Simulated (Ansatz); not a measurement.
Consider the ligand exchange at the Hf–F bond: `C[NH][Hf]([F])([NH]C)[NH]C` + CH₃NH₂ → `C[NH][Hf]([NH]C)([NH]C)[NH]C` + H–F.

Calculated with Ansatz (gas phase, PBE0-D4/def2-TZVP geometries, no zero-point term in ΔE). CBS: MP2 limit from def2 TZ/QZ plus the TZ coupled-cluster correction, frozen cores. This one scheme is used for every species. DFT in def2-TZVPP. B3LYP here is the variant with VWN-RPA as its local correlation; programs differ in this. HSE06 is defined as in plane-wave codes. def2 core potentials past Kr. For Hf outer-core shells are correlated without core-valence functions, which leaves a few kJ/mol of doubt a bond. One conformer a species, not always the lowest.

`C[NH][Hf]([F])([NH]C)[NH]C`:

Z-matrix (Å, degrees):
```
Hf
N 1 2.036
N 1 2.036 2 107.1
N 1 2.036 2 107.1 3 114.6
F 1 1.939 2 111.7 3 -122.7
C 1 3.115 2 102.2 3 -22.3
C 1 3.114 2 128.4 3 121.6
C 1 3.113 2 22.2 3 -165.4
H 2 1.011 1 122.6 3 -10.2
H 3 1.011 1 122.5 2 104.4
H 4 1.011 1 122.5 2 -10.2
H 6 1.097 1 123.1 2 -174.3
H 6 1.097 1 125.4 2 30.3
H 6 1.095 1 78.3 2 -72.0
H 7 1.097 1 125.5 2 -93.2
H 7 1.097 1 123.0 2 62.3
H 7 1.095 1 78.3 2 164.6
H 8 1.097 1 125.4 2 -75.5
H 8 1.097 1 123.1 2 80.1
H 8 1.095 1 78.2 2 -177.6
```

CH₃NH₂:

Cartesian coordinates in Å:
```
C -0.319 0.204 -0.424
N 0.268 -0.550 0.671
H 0.238 1.102 -0.729
H -1.329 0.517 -0.147
H -0.414 -0.442 -1.299
H 0.355 0.028 1.496
H 1.201 -0.859 0.431
```

`C[NH][Hf]([NH]C)([NH]C)[NH]C`:

Z-matrix (Å, degrees):
```
Hf
C 1 3.154
C 1 3.088 2 128.8
C 1 3.114 2 81.0 3 -123.3
N 1 2.052 2 126.9 3 139.9
N 1 2.045 2 107.2 3 9.1
N 1 2.049 2 21.2 3 109.5
C 1 3.180 2 119.5 3 162.7
N 1 2.053 2 89.5 3 -102.4
H 2 1.098 1 125.1 3 -34.5
H 2 1.098 1 123.2 3 171.8
H 2 1.094 1 79.2 3 68.7
H 3 1.098 1 124.8 2 101.6
H 3 1.097 1 76.5 2 -157.6
H 3 1.098 1 124.6 2 -56.6
H 4 1.098 1 122.9 2 -167.1
H 4 1.098 1 126.2 2 35.8
H 4 1.096 1 77.4 2 -65.2
H 5 1.012 1 119.1 2 -108.6
H 6 1.010 1 125.0 2 19.3
H 7 1.011 1 120.7 2 174.3
H 8 1.095 1 80.5 2 60.0
H 8 1.098 1 122.5 2 163.6
H 8 1.098 1 125.2 2 -43.8
H 9 1.011 1 124.0 2 113.2
```

H–F:

Cartesian coordinates in Å:
```
F 0.446 0.113 0.010
H -0.446 -0.113 -0.010
```

| level | ΔE (kJ/mol) | difference from CCSD(T)/CBS |
| --- | --- | --- |
| LDA (SPW92) | 126.2 | 4.8 |
| PBE-D4 | 129.7 | 8.3 |
| revPBE-D4 | 127.5 | 6.1 |
| r2SCAN-D4 | 136.6 | 15.2 |
| B97M-V | 139.6 | 18.2 |
| PBE0-D4 | 128.5 | 7.1 |
| B3LYP-D4 | 132.9 | 11.5 |
| r2SCANh-D4 | 135.2 | 13.8 |
| r2SCAN0-D4 | 133.4 | 12.0 |
| BHLYP-D4 | 134.2 | 12.8 |
| CAM-B3LYP-D4 | 138.5 | 17.1 |
| ωB97X-V | 137.5 | 16.1 |
| ωB97M-V | 133.7 | 12.3 |
| B2PLYP | 137.7 | 16.3 |
| PBE-QIDH | 129.0 | 7.6 |
| PBE | 139.2 | 17.8 |
| revPBE | 144.2 | 22.8 |
| BLYP | 150.2 | 28.8 |
| r2SCAN | 140.4 | 19.0 |
| PBE0 | 137.5 | 16.1 |
| B3LYP | 147.0 | 25.6 |
| r2SCANh | 139.2 | 17.8 |
| r2SCAN0 | 137.7 | 16.3 |
| HSE06 | 136.9 | 15.5 |
| BHLYP | 146.7 | 25.3 |
| CAM-B3LYP | 148.0 | 26.6 |
| RPA@PBE/def2-TZVPP | 120.5 | -0.9 |
| CCSD/def2-SVP | 139.8 | 18.4 |
| CCSD(T)/def2-SVP | 136.3 | 14.9 |
| HF/def2-TZVPP | 151.7 | 30.3 |
| MP2/def2-TZVPP | 117.2 | -4.2 |
| SCS-MP2/def2-TZVPP | 124.6 | 3.2 |
| CCSD/def2-TZVPP | 125.6 | 4.2 |
| CCSD(T)/def2-TZVPP | 121.1 | -0.3 |
| HF/def2-QZVPP | 151.9 | 30.5 |
| MP2/def2-QZVPP | 117.4 | -4.0 |
| SCS-MP2/def2-QZVPP | 124.9 | 3.5 |
| HF/CBS(def2) | 151.9 | 30.5 |
| MP2/CBS(def2) | 117.4 | -4.0 |
| CCSD/CBS(def2) | 125.8 | 4.4 |
| CCSD(T)/CBS | 121.4 | 0 |

Largest T1 diagnostic among the species: 0.014.

The D4 term adds −14.1 kJ/mol with B3LYP and −8.9 kJ/mol with PBE0; it sums over pairs of atoms, weighted by their polarisabilities, and B3LYP, whose exchange is more repulsive, gets the larger term. Leaving LDA and LC-ωPBE aside and taking each functional with its dispersion term where it has one, the values spread over 12.0 kJ/mol, from revPBE-D4 to B97M-V. LDA lies −13.0 kJ/mol from PBE without D4. At CCSD(T), def2-SVP lies +14.9 kJ/mol from the extrapolated value and def2-TZVPP −0.3 kJ/mol.

CCSD(T)/CBS has its own doubt, a few kJ/mol and more with outer-core shells, so smaller differences from it don't rank the levels.
